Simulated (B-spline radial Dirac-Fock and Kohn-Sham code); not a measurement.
## Mn: eigenvalues, ΔSCF and the reference

System: the Mn atom, configuration [Ar] 3d6 4s1 (an excited configuration).

The density-functional columns are spherical, spin-unpolarised Dirac-Kohn-Sham results without Breit or QED terms: −ε is minus the orbital energy of the initial state and ΔSCF the difference of two total energies. The reference in the last column comes from Dirac-Fock (average of configuration) total-energy differences with a finite nucleus, the Breit interaction including its frequency dependence, and self-energy and vacuum-polarisation corrections. All numbers are from a radial finite-basis atomic code, in eV; a selection of levels is shown. The Kohn-Sham columns are given as differences from the reference.

| level | LDA −ε − DF | LDA ΔSCF − DF | Dirac-Fock |
| --- | --- | --- | --- |
| K (1s) | -135.0 | +10.9 | 6544.1 |
| L1 (2s) | -40.3 | -19.5 | 777.5 |
| L2 (2p1/2) | -24.9 | +0.6 | 656.8 |
| L3 (2p3/2) | -25.2 | -0.1 | 646.6 |
| M2 (3p1/2) | -7.4 | -1.0 | 58.60 |
| M3 (3p3/2) | -7.5 | -1.1 | 57.41 |
| M4,5 (3d) | -2.1 | +3.3 | 5.75 |
| N1 (4s) | -1.5 | +1.6 | 5.83 |

Values without a named source are computed, but for edge energies of neutral atoms, which are taken from tables.
